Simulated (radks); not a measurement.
Er2+, 66 electrons, occupied as [Xe] 4f11 7p1 (not the ground configuration). Calculated with a radial shooting solver on a logarithmic mesh with Libxc functionals: scalar-relativistic Kohn-Sham, PBE, spin-polarised, spherical densities, finite nucleus; open shells are filled with parallel spins first (spin-orbit coupling, left out, can overturn this in heavy ions); Fermi nuclear charge, rms radius 5.2516 fm. Some entries of the table are withheld. Estimate them.

orbital  occ.  eigenvalue (eV)  <r^2> (bohr^2)
1s up       1        -57390.14       0.0005680
1s down     1        -57390.13       0.0005680
2s up       1        -9665.551        0.008836
2s down     1        -9665.517        0.008836
2p up       3        -8553.092        0.007187
2p down     3        -8553.065        0.007187
3s up       1        -2189.055         0.05805
3s down     1        -2187.721         0.05801
3p up       3        -1850.547         0.05845
3p down     3        -1849.214         0.05840
3d up       5        -1426.388         0.04877
3d down     5        -1425.372         0.04871
4s up       1        -456.1565          0.2910
4s down     1        -453.3550          0.2911
4p up       3        -344.6799          0.3297
4p down     3        -341.9241          0.3299
4d up       5        -195.2577          0.3929
4d down     5        -192.5501          0.3937
5s up       1              (1)             (2)
5s down     1              (3)             (4)
5p up       3         -51.3011           2.313
5p down     3         -50.3385           2.349
4f up       7         -31.9754          0.7525
4f down     4         -29.5408          0.7881
7p up       1          -7.4556           55.69

Answer. 
(1) 5s up eigenvalue (eV): -78.0268
(2) 5s up <r^2> (bohr^2): 1.689
(3) 5s down eigenvalue (eV): -76.7176
(4) 5s down <r^2> (bohr^2): 1.710
